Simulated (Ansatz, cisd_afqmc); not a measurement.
Species: Tl, charge -1, triplet.

Total energies in def2-QZVPPD, 4 correlated electrons, 9 frozen orbitals. Open shells are spin-unrestricted; no spin-orbit coupling. Cores are frozen in correlated methods (noble-gas shells, and filled d and f shells in the p block). Past Kr the def2 sets carry scalar-relativistic core potentials. AFQMC/CISD: phaseless, guided by CISD from CCSD amplitudes; bars are statistical, one sigma. Outlying blocks are dropped, and bars are widened where a walk drifts. Over all cases where full CI ran beside it in this data, AFQMC minus full CI had a median of +0.1 mEh and passed +0.4 mEh in a tenth of the cases. Spin-orbit terms, left out, reach several kcal/mol for Br and I, and more for heavier atoms.

| method | program | energy (Eh) | minus CCSDT(Q) (mEh) |
|---|---|---|---|
| HF | Ansatz | -171.51354 | 48.70 |
| MP2 | Ansatz | -171.55082 | 11.42 |
| CCSD | Ansatz | -171.56028 | 1.96 |
| CCSD(T) | Ansatz | -171.56182 | 0.42 |
| CCSDT(Q) | Ansatz | -171.56224 | 0.00 |
| AFQMC/CISD | cisd_afqmc | -171.5619 ± 0.0001 | 0.3 ± 0.1 |

Ansatz is a program for electronic structure.
